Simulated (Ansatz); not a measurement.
Computed with Ansatz on PBE0-D4/def2-TZVP structures; ΔE is electronic, products minus reactants. CBS: MP2 limit from def2 TZ/QZ plus the TZ coupled-cluster correction, frozen cores. This one scheme is used for every species. Functionals use def2-TZVPP. B3LYP here is the variant with VWN-RPA as its local correlation; programs differ in this. One conformer a species, not always the lowest.

`[CH3][Al]([F])[S][SiH3]` + H₂ → `[F][AlH][S][SiH3]` + CH₄  (hydrogenolysis of the Al–C bond)

`[CH3][Al]([F])[S][SiH3]`:

```xyz
11

C     0.532   -1.556   -0.625
Al    1.524   -0.079    0.133
F     3.163   -0.191    0.271
S     0.705    1.801    0.863
Si   -1.370    1.453    0.486
H     0.663   -2.451   -0.010
H     0.917   -1.794   -1.621
H    -0.538   -1.360   -0.712
H    -1.635    1.245   -0.961
H    -2.090    2.664    0.949
H    -1.869    0.268    1.229
```

H₂:

```xyz
2

H    -0.237   -0.205   -0.203
H     0.237    0.205    0.203
```

`[F][AlH][S][SiH3]`:

```xyz
8

F    -3.388    0.181   -0.248
Al   -1.759    0.137   -0.474
S    -0.580   -0.140    1.323
Si    1.385   -0.120    0.472
H    -1.184    0.293   -1.924
H     2.051   -1.411    0.772
H     2.160    0.989    1.079
H     1.314    0.071   -1.000
```

CH₄:

```xyz
5

C     0.000    0.000    0.000
H    -0.229    0.589   -0.888
H     0.800   -0.704   -0.228
H    -0.889   -0.549    0.312
H     0.318    0.663    0.804
```

(1) Is it downhill or uphill in electronic energy at CCSD(T)/CBS, and by how much? (An estimate is asked.)

(2) What do these levels give: PBE-D4, B3LYP-D4, B2PLYP, PBE, r2SCAN, PBE0, MP2/def2-TZVPP, CCSD(T)/def2-TZVPP, HF/def2-QZVPP, MP2/def2-QZVPP, HF/CBS(def2), CCSD/CBS(def2)? (An estimate is asked.)

Largest T1 diagnostic among the species: 0.012.

Results:

(1) Computed: Downhill: ΔE = -4.3 kcal/mol.

(2) Computed: PBE-D4 -3.6, B3LYP-D4 -4.8, B2PLYP -5.8, PBE -5.0, r2SCAN -4.0, PBE0 -5.7, MP2/def2-TZVPP -3.5, CCSD(T)/def2-TZVPP -4.7, HF/def2-QZVPP -10.5, MP2/def2-QZVPP -3.3, HF/CBS(def2) -10.5, CCSD/CBS(def2) -5.3 kcal/mol.

In def2-TZVPP, CCSD(T) changes the Hartree–Fock value by +5.7 kcal/mol (the triples alone add +1.0 kcal/mol) and MP2 by +6.9 kcal/mol. The D4 term adds +2.1 kcal/mol with B3LYP and +1.2 kcal/mol with PBE0; it sums over pairs of atoms, weighted by their polarisabilities, and B3LYP, whose exchange is more repulsive, gets the larger term.
